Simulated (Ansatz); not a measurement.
Cartesian coordinates in Å:
```
C -1.268 0.145 -0.401
Ti 0.576 -0.400 0.265
O 1.537 1.064 0.185
Cl 0.286 -1.124 2.317
Cl 1.276 -1.962 -1.110
H -1.174 0.523 -1.423
H -1.928 -0.726 -0.379
H -1.658 0.931 0.252
H 2.353 1.549 0.295
```

The species carries charge 0 and has multiplicity 1.

Task: List the PBE/def2-TZVPP orbital energies in eV (Ansatz). (Best estimate.)

Result: Ansatz gave: Occupied: -4837.04, -2738.83, -2738.83, -531.44, -511.19, -444.00, -443.99, -443.93, -268.60, -249.42, -249.41, -190.03, -190.03, -189.99, -189.99, -189.98, -189.98, -61.80, -39.10, -38.90, -38.65, -24.93, -19.93, -19.79, -16.83, -13.11, -10.13, -10.07, -9.26, -9.18, -8.91, -8.76, -8.42, -8.10, -7.95, -7.70, -6.98. Lowest empty: -3.52, -3.48, -2.57, -2.43, -1.96, -0.66, 0.52, 1.38.
